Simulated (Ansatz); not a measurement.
Total energies of CH₆AlFOSi (`[CH3][AlH][SiH](O)F`).

Z-matrix (Å, degrees):
```
C
Al 1 1.956
H 1 1.097 2 109.7
H 1 1.092 2 112.8 3 -119.5
H 1 1.094 2 112.1 3 118.0
Si 2 2.482 1 118.6 3 -74.6
H 2 1.592 1 120.8 3 104.1
F 6 1.615 2 106.5 1 -86.6
O 6 1.648 2 113.1 1 33.3
H 6 1.486 2 118.2 1 154.4
H 9 0.958 6 117.8 2 -44.2
```

Total charge 0; spin multiplicity 1. Geometry: relaxed with PBE0-D4/def2-TZVP. It is one conformer, not always the lowest. Basis def2-TZVPP, the Gaussian-basis code of Ansatz.

RPA on PBE orbitals: Hartree–Fock energy of these orbitals -746.67536 Eh, correlation -1.42138 Eh (frozen core).

```json
{"functional": "LDA (SPW92)", "energy without D4 (Eh)": "-745.13571", "D4 term (kJ/mol)": "–"}
{"functional": "PBE", "energy without D4 (Eh)": "-748.39882", "D4 term (kJ/mol)": "-20.0"}
{"functional": "revPBE", "energy without D4 (Eh)": "-748.73371", "D4 term (kJ/mol)": "-55.2"}
{"functional": "BLYP", "energy without D4 (Eh)": "-748.87857", "D4 term (kJ/mol)": "-42.7"}
{"functional": "r2SCAN", "energy without D4 (Eh)": "-748.76711", "D4 term (kJ/mol)": "-5.0"}
{"functional": "B97M-V", "energy without D4 (Eh)": "-748.73547", "D4 term (kJ/mol)": "–"}
{"functional": "PBE0", "energy without D4 (Eh)": "-748.45961", "D4 term (kJ/mol)": "-17.1"}
{"functional": "B3LYP", "energy without D4 (Eh)": "-748.97596", "D4 term (kJ/mol)": "-32.2"}
{"functional": "r2SCANh", "energy without D4 (Eh)": "-748.75227", "D4 term (kJ/mol)": "-5.4"}
{"functional": "r2SCAN0", "energy without D4 (Eh)": "-748.73125", "D4 term (kJ/mol)": "-6.0"}
{"functional": "HSE06 (plane-wave form)", "energy without D4 (Eh)": "-748.43682", "D4 term (kJ/mol)": "-16.1"}
{"functional": "BHLYP", "energy without D4 (Eh)": "-748.83055", "D4 term (kJ/mol)": "-26.6"}
{"functional": "CAM-B3LYP", "energy without D4 (Eh)": "-748.86907", "D4 term (kJ/mol)": "-17.7"}
{"functional": "LC-ωPBE", "energy without D4 (Eh)": "-748.62980", "D4 term (kJ/mol)": "–"}
{"functional": "ωB97X-V", "energy without D4 (Eh)": "-748.76800", "D4 term (kJ/mol)": "–"}
{"functional": "ωB97M-V", "energy without D4 (Eh)": "-748.81089", "D4 term (kJ/mol)": "–"}
{"functional": "B2PLYP", "energy without D4 (Eh)": "-748.54888", "D4 term (kJ/mol)": "–"}
{"functional": "PBE-QIDH", "energy without D4 (Eh)": "-748.26196", "D4 term (kJ/mol)": "–"}
```

B3LYP takes the VWN-RPA correlation (the form of Gaussian; ORCA's B3LYP/G). HSE06 is the plane-wave form, built on full-range PBE exchange. The double hybrids freeze the cores in their second-order part.

LC-ωPBE has ω = 0.4 bohr⁻¹.
